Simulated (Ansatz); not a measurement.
Two isomers of CH5BBrN: A = `CNBBr`, B = `CB(N)Br`.

Program: Ansatz. Geometries: PBE0-D4/def2-TZVP. ΔE: electronic, gas phase. CBS: MP2 limit from def2 TZ/QZ plus the TZ coupled-cluster correction, frozen cores. Functionals use def2-TZVPP. B3LYP here is the variant with VWN-RPA as its local correlation; programs differ in this. For Br outer-core shells are correlated without core-valence functions, which leaves a few kJ/mol of doubt a bond. Scalar relativity is left out up to krypton. Each species was taken in one conformer, which may not be the lowest.

(1) Which is lower in electronic energy at CCSD(T)/CBS, and by how much? (Estimate.)

(2) Give E(B) − E(A) in kcal/mol with B3LYP, PBE-D4, LDA (SPW92), CCSD(T)/def2-TZVPP, MP2/def2-TZVPP, r2SCAN-D4, ωB97M-V. (Best estimate.)

(3) Does the order hold for the free energy at 298.15 K (harmonic terms from PBE0-D4)? (Best estimate.)

Largest T1 diagnostic: 0.010.

Results:

(1) Ansatz gave: B, by 18.7 kcal/mol.

(2) Computed: B3LYP -17.5, PBE-D4 -18.3, LDA (SPW92) -18.5, CCSD(T)/def2-TZVPP -18.2, MP2/def2-TZVPP -19.1, r2SCAN-D4 -19.5, ωB97M-V -19.1. None reverses the order clearly.

(3) Ansatz gave: Yes: G(B) − G(A) = -18.9 kcal/mol, for one conformer each.

Leaving LDA and LC-ωPBE aside and taking each functional with its dispersion term where it has one, the values, not all of them listed here, spread over 2.9 kcal/mol, from B97M-V to BLYP-D4. At CCSD(T), def2-SVP lies +2.7 kcal/mol from the extrapolated value and def2-TZVPP +0.5 kcal/mol.
